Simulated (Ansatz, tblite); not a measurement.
Spin states of the cluster W₂O₆⁺ (the lowest doublet isomer of a short search), each relaxed with PBE-D4/def2-SVP in Ansatz. Electronic energies in the gas phase.

In the def2 sets W takes a core potential; there is no spin–orbit coupling. The xTB rows come from tblite. B3LYP takes the VWN-RPA correlation. HOMO above LUMO, or a gap near zero within one spin, warns that the state may not be the lowest or that an electron is smeared out. The structure comes from a short search, and lower isomers may exist.

Doublet geometry (D2h within 0.1 Å):

```xyz
8

W    -1.359   -0.519    0.106
W     1.359    0.519   -0.106
O     2.755   -0.399   -0.571
O    -0.208    0.297   -1.210
O     1.842    2.154    0.212
O    -1.842   -2.154   -0.212
O     0.208   -0.297    1.210
O    -2.755    0.399    0.571
```

Quartet geometry (D2h within 0.1 Å):

```xyz
8

W    -0.355   -0.269   -1.374
W     0.355    0.269    1.374
O     1.954    0.030    2.095
O     0.326    1.213   -0.322
O    -0.737    0.893    2.621
O     0.737   -0.893   -2.621
O    -0.326   -1.213    0.322
O    -1.954   -0.030   -2.095
```

⟨S²⟩: doublet 0.78 at PBE0-D4/def2-TZVP (pure 0.75), quartet 3.86 at PBE0-D4/def2-TZVP (pure 3.75).

Run but left out: HF/def2-TZVP, MP2/def2-TZVP (doublet: ⟨S²⟩ 1.12, where a pure state has 0.75).

Only these spin states were relaxed.

Problem. Estimate which spin state lies lowest at each of these levels, and by how much: GFN1-xTB; GFN2-xTB; LDA (SPW92)/def2-TZVP; PBE-D4/def2-TZVP; r2SCAN-D4/def2-TZVP; B3LYP-D4/def2-TZVP; PBE0-D4/def2-TZVP.

Solution. 
```json
{"level": "GFN1-xTB", "quartet − doublet (kJ/mol)": "500.0", "lowest of these": "doublet", "remarks": "–"}
{"level": "GFN2-xTB", "quartet − doublet (kJ/mol)": "332.1", "lowest of these": "doublet", "remarks": "–"}
{"level": "LDA (SPW92)/def2-TZVP", "quartet − doublet (kJ/mol)": "265.5", "lowest of these": "doublet", "remarks": "gap within one spin near zero (doublet)"}
{"level": "PBE-D4/def2-TZVP", "quartet − doublet (kJ/mol)": "236.4", "lowest of these": "doublet", "remarks": "gap within one spin near zero (doublet)"}
{"level": "r2SCAN-D4/def2-TZVP", "quartet − doublet (kJ/mol)": "225.8", "lowest of these": "doublet", "remarks": "gap within one spin near zero (doublet)"}
{"level": "B3LYP-D4/def2-TZVP", "quartet − doublet (kJ/mol)": "201.9", "lowest of these": "doublet", "remarks": "–"}
{"level": "PBE0-D4/def2-TZVP", "quartet − doublet (kJ/mol)": "197.4", "lowest of these": "doublet", "remarks": "–"}
```

Change of the quartet − doublet gap on mixing in exact exchange, in kJ/mol: PBE to PBE0 (25 % exact exchange) -39.0. The xTB methods have no term that favours high spin, so they put low spin too low.
